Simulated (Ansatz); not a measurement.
Cost and result for the atomization energy of C₂H₇BSSi, SMILES `CC1B[SiH2]S1` (12 atoms, 12 bonds).

Cartesian coordinates in Å:
```
C 1.6773 -0.0182 -0.5646
C 0.3698 0.6605 -0.1716
B -0.9184 -0.0644 -0.7181
Si -1.7056 -0.4532 1.0931
S 0.0646 0.6326 1.6632
H 2.5248 0.4525 -0.0615
H 1.8323 0.0546 -1.6450
H 1.6761 -1.0746 -0.2865
H 0.3962 1.7062 -0.5040
H -1.1692 -0.2304 -1.8750
H -1.7582 -1.8597 1.5855
H -2.9899 0.1941 1.4844
```

Charge 0, multiplicity 1. Geometry: relaxed with PBE0-D4/def2-TZVP. Program: Ansatz. All runs use 4 threads of an Arm Neoverse N1 on a shared host. Times are those of one run each, without the atoms' runs, and a repeat can differ threefold. Electronic energies, without spin–orbit coupling; frozen cores. CCSD(T)/CBS adds CCSD(T) − MP2 in def2-TZVPP to the MP2 limit, and its time is that of the two runs behind it. T1 = 0.012. B3LYP takes the VWN-RPA correlation (the form of Gaussian; ORCA's B3LYP/G).

CCSD(T)/CBS is a level of theory with its own doubt, some kJ/mol a heavy atom from the limit and from the frozen cores, so smaller differences don't rank the functionals.

```
                             level  functions  wall time
   PBE-D4/def2-TZVPP (with forces)        275        6 s
                PBE0-D4/def2-TZVPP        275        7 s
r2SCAN-D4/def2-TZVPP (with forces)        275       11 s
 B3LYP-D4/def2-TZVPP (with forces)        275       11 s
                 B2PLYP/def2-TZVPP        275       14 s
                ωB97X-V/def2-TZVPP        275       18 s
  ωB97M-V/def2-TZVPP (with forces)        275       30 s
                    MP2/def2-QZVPP        521       46 s
                CCSD(T)/def2-TZVPP        275    4.7 min
                 CCSD(T)/CBS(def2)          –    5.5 min
```

(1) What atomization energy does each give, and how far from CCSD(T)/CBS? (Estimate.)

Answers

(1) Ansatz gave: 
| level | atomization (kcal/mol) | difference from CCSD(T)/CBS | per bond |
| --- | --- | --- | --- |
| PBE-D4/def2-TZVPP (with forces) | 1045.7 | 19.8 | 1.6 |
| PBE0-D4/def2-TZVPP | 1035.8 | 9.9 | 0.8 |
| r2SCAN-D4/def2-TZVPP (with forces) | 1034.3 | 8.4 | 0.7 |
| B3LYP-D4/def2-TZVPP (with forces) | 1027.4 | 1.5 | 0.1 |
| B2PLYP/def2-TZVPP | 1014.7 | -11.2 | -0.9 |
| ωB97X-V/def2-TZVPP | 1034.5 | 8.6 | 0.7 |
| ωB97M-V/def2-TZVPP (with forces) | 1033.1 | 7.2 | 0.6 |
| MP2/def2-QZVPP | 1027.4 | 1.5 | 0.1 |
| CCSD(T)/def2-TZVPP | 1000.1 | -25.8 | -2.1 |
| CCSD(T)/CBS(def2) | 1025.9 | 0.0 | 0.0 |

The D4 term adds +11.8 kcal/mol with B3LYP and +6.1 kcal/mol with PBE0; it sums over pairs of atoms, weighted by their polarisabilities, and B3LYP, whose exchange is more repulsive, gets the larger term. In def2-TZVPP, CCSD(T) changes the Hartree–Fock value by +228.4 kcal/mol (the triples alone add +14.4 kcal/mol) and MP2 by +240.6 kcal/mol; breaking electron pairs costs correlation energy, which Hartree–Fock lacks. From PBE to PBE0 (25 % exact exchange), in def2-TZVPP and without D4, the atomization energy moves by −8.7 kcal/mol: exact exchange takes away binding that semilocal exchange gives to molecules.
